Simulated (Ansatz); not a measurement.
CH₄AlNOSi (`[OH][Al]1[CH]=N[SiH2]1`), relaxed with RKS PBE-D4/def2-SVP in Ansatz from a rough embedded geometry. The force threshold is 0.03 eV/Å; the program also tests the step.

The species carries charge 0 and has multiplicity 1.

Start:

```xyz
9

O    -1.989   -1.138   -1.247
Al   -0.648   -0.285   -0.459
C    -0.098    1.497    0.240
N     1.119    1.360    0.690
Si    1.267   -0.439    0.250
H    -2.578   -1.545   -0.494
H    -0.701    2.455    0.266
H     1.354   -1.236    1.480
H     2.273   -0.671   -0.726
```

**Question.** How much energy does the relaxation release, and in how many steps? (Best estimate.)

**Answer.** Ansatz gave: 44.65 kcal/mol, in 15 steps, 2 of them rejected.

**Question.** Which bonds change most? (Best estimate.)

**Answer.** Ansatz gave: Al2–Si5 from 2.048 to 2.455 Å; Si5–H9 from 1.422 to 1.508 Å; O1–H6 from 1.040 to 0.971 Å; O1–Al2 from 1.773 to 1.719 Å.

**Question.** Give the relaxed structure. (Best estimate.)

**Answer.** Ansatz gave: 
```xyz
9

O    -2.455   -0.885   -0.858
Al   -0.900   -0.253   -0.489
C    -0.194    1.532    0.144
N     0.969    1.207    0.604
Si    1.396   -0.547    0.328
H    -2.673   -1.820   -1.003
H    -0.531    2.593    0.219
H     1.785   -1.202    1.630
H     2.603   -0.625   -0.573
```
